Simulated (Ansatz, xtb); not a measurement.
## Relative energy of two conformers of C2H7GaO3

Structure X: `CC[O][Ga]([OH])[OH]`, a singlet. Structure Y: `CC[O][Ga]([OH])[OH]`, a singlet. Both are isolated molecules in the gas phase, relaxed with PBE0-D4/def2-SVP.

X (Å):

```xyz
13

C    -1.7705    0.0187    0.0872
C    -0.3685   -0.0120    0.6663
Ga    1.0148   -0.1256   -1.7723
O     0.5795    0.5699   -0.1880
O     0.4506   -1.7244   -2.2950
O     2.0420    0.8233   -2.8515
H    -2.0681    1.0524   -0.1454
H    -2.5062   -0.4043    0.7889
H    -1.8220   -0.5663   -0.8473
H    -0.3472    0.5506    1.6165
H    -0.0961   -1.0564    0.9249
H    -0.0605   -2.1900   -1.6257
H     2.2740    1.6797   -2.4769
```

Y (Å):

```
atom    x (Å)    y (Å)    z (Å)
   C  -0.1405  -1.9850  -1.8926
   C   0.4619  -0.5943  -1.8950
  Ga  -1.4228   0.4796  -0.1105
   O  -0.4811   0.4110  -1.6110
   O  -1.1313  -0.6766   1.2047
   O  -2.6701   1.7274   0.0699
   H  -0.9701  -2.0470  -2.6144
   H  -0.5250  -2.2420  -0.8915
   H   0.6104  -2.7423  -2.1673
   H   0.8806  -0.3688  -2.8918
   H   1.3092  -0.5558  -1.1830
   H  -1.6976  -0.5278   1.9694
   H  -2.7481   2.2938  -0.7052
```

**Question.** Estimate E(Y) − E(X) at the level CCSD(T)/def2-SVP + ΔMP2/def2-TZVPP.

**Answer.** Calculated at CCSD(T)/def2-SVP + ΔMP2/def2-TZVPP: E(Y) − E(X) = −1.56 kcal/mol, so structure Y lies lower.

How the difference moves with the method:

```tsv
level	geometry	E(Y) − E(X) (kcal/mol)	departure from the last row (kcal/mol)	job, with rough time for the two
PBE0-D4/def2-SVP	PBE0-D4/def2-SVP	−1.67	−0.11	optimisation, 83 s
HF/def2-SVP	PBE0-D4/def2-SVP	−2.10	−0.54	part of the CCSD(T) run
MP2/def2-SVP	PBE0-D4/def2-SVP	−1.78	−0.22	part of the CCSD(T) run
CCSD(T)/def2-SVP	PBE0-D4/def2-SVP	−1.76	−0.20	single point
CCSD(T)/def2-SVP + ΔMP2/def2-TZVPP	PBE0-D4/def2-SVP	−1.56		single point, 2.2 min
```

The levels shown agree on the order. The largest departure from CCSD(T)/def2-SVP + ΔMP2/def2-TZVPP is that of HF/def2-SVP, 0.54 kcal/mol. A small imaginary or near-zero mode remains, so no thermal terms are given. Levels run at GFN2-xTB geometries aren't shown. The last row adds to CCSD(T) the change of the MP2 difference between the two basis sets, here +0.20 kcal/mol.

The correlated steps freeze 14 core orbitals; the filled d shell of Ga is correlated, in a basis made for valence electrons. Run with Ansatz 0.2.0, xtb 6.7.1; the last row on 2 threads of Arm Neoverse V2 on a shared host.
